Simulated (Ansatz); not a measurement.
Consider the formal exchange of groups at a B–Sb bond: `N[B]([SiH3])[SbH2]` + `C=C` → `C=CB(N)[SiH3]` + `[SbH3]`.

Isolated molecules relaxed with PBE0-D4/def2-TZVP in Ansatz; ΔE leaves out vibrations. CBS: MP2 limit from def2 TZ/QZ plus the TZ coupled-cluster correction, frozen cores. This one scheme is used for every species. Functionals use def2-TZVPP. B3LYP here is the variant with VWN-RPA as its local correlation; programs differ in this. def2 core potentials past Kr. For Sb outer-core shells are correlated without core-valence functions, which leaves a few kJ/mol of doubt a bond. Each species was taken in one conformer, which may not be the lowest.

| level | ΔE (kJ/mol) |
| --- | --- |
| PBE0 | -2.2 |
| B3LYP | -6.5 |
| MP2/def2-QZVPP | 7.6 |
| SCS-MP2/def2-QZVPP | 4.2 |

(1) What does CCSD(T)/CBS give? (Best estimate.)

Largest T1 diagnostic among the species: 0.014.

## Answers

(1) The calculation gave: +6.0 kJ/mol. The listed levels differ from it by -8.2, -12.5, 1.6, -1.8 kJ/mol.

In def2-TZVPP, CCSD(T) changes the Hartree–Fock value by +7.6 kJ/mol (the triples alone add +1.2 kJ/mol) and MP2 by +12.0 kJ/mol.
